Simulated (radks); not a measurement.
Values are calculated unless marked as measured or tabulated.
Species: Bi3+. Configuration: [Hg]. Code: a radial shooting solver on a logarithmic mesh with Libxc functionals. Model: Dirac Kohn-Sham, BLYP, spin-unpolarised, spherical densities, point nucleus.

Unscreened Slater integrals over Kohn-Sham orbitals (eV). Large and small components are both included. Empty in this configuration: 6p1/2.

integral,value
"F0(6s1/2,6s1/2)",12.108
"F0(6s1/2,5d5/2)",14.190
"G2(6s1/2,5d5/2)",3.1107
"F0(6s1/2,5d3/2)",14.283
"G2(6s1/2,5d3/2)",2.8432
"F0(6s1/2,5p3/2)",14.773
"G1(6s1/2,5p3/2)",1.3188
"F0(6s1/2,6p1/2)",11.198
"G1(6s1/2,6p1/2)",7.5704
"F0(5d5/2,5d5/2)",19.834
"F2(5d5/2,5d5/2)",10.402
"F4(5d5/2,5d5/2)",6.9627
"F0(5d5/2,5d3/2)",20.156
"F2(5d5/2,5d3/2)",10.562
"G2(5d5/2,5d3/2)",10.543
"G4(5d5/2,5d3/2)",7.0617
"F0(5d5/2,5p3/2)",21.971
"F2(5d5/2,5p3/2)",11.214
"G1(5d5/2,5p3/2)",13.825
"G3(5d5/2,5p3/2)",8.6152
"F0(5d5/2,6p1/2)",12.644
"G3(5d5/2,6p1/2)",1.7780
"F0(5d3/2,5d3/2)",20.496
"F2(5d3/2,5d3/2)",10.752
"F0(5d3/2,5p3/2)",22.430
"F2(5d3/2,5p3/2)",11.582
"G1(5d3/2,5p3/2)",14.480
"G3(5d3/2,5p3/2)",9.0278
"F0(5d3/2,6p1/2)",12.708
"G1(5d3/2,6p1/2)",1.9601
"F0(5p3/2,5p3/2)",25.111
"F2(5p3/2,5p3/2)",13.540
"F0(5p3/2,6p1/2)",13.049
"G2(5p3/2,6p1/2)",0.84742
"F0(6p1/2,6p1/2)",10.505
